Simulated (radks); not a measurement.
Excited configurations of Sc: one electron is placed in a higher orbital outside [Ar] 3d1 4s1. The ground configuration is [Ar] 3d1 4s2. Method: Dirac Kohn-Sham, PBE, spin-unpolarised, spherical densities, finite nucleus; open shells fill j = l - 1/2 first; Fermi nuclear charge, rms radius 3.5459 fm; computed with a radial shooting solver on a logarithmic mesh with Libxc functionals. Excitation = E - E(ground); binding = E(ion) - E, where the ion is the core of charge +1; n* = 1/sqrt(2 binding) in atomic units, and the quantum defect is n - n*.

| outer orbital | excitation (eV) | binding (eV) | n* | quantum defect |
|---|---|---|---|---|
| 4p1/2 | 2.762 | 4.133 | 1.814 | 2.186 |
| 5s1/2 | 4.587 | 2.308 | 2.428 | 2.572 |
| 5f5/2 | 6.253 | 0.642 | 4.604 | 0.396 |
| 6p1/2 | 5.890 | 1.005 | 3.679 | 2.321 |
| 6d3/2 | 6.217 | 0.679 | 4.478 | 1.522 |
| 6f5/2 | 6.428 | 0.467 | 5.398 | 0.602 |
| 7s1/2 | 6.106 | 0.789 | 4.153 | 2.847 |
| 7p1/2 | 6.231 | 0.664 | 4.527 | 2.473 |
| 7d3/2 | 6.415 | 0.480 | 5.322 | 1.678 |
| 7f5/2 | 6.542 | 0.354 | 6.204 | 0.796 |

The Delta-SCF ionisation energy is 6.895 eV (NIST Atomic Spectra Database: 6.561 eV, measured). Self-interaction in the functional shifts the binding energies and quantum defects, so they are the method's values and not measured ones. Spin polarisation and multiplet splitting are left out, so open shells lie too high by an amount that depends on their filling.

Beside tabulated values, note that spin-unpolarised runs miss the spin-polarisation part of the exchange energy of open shells.
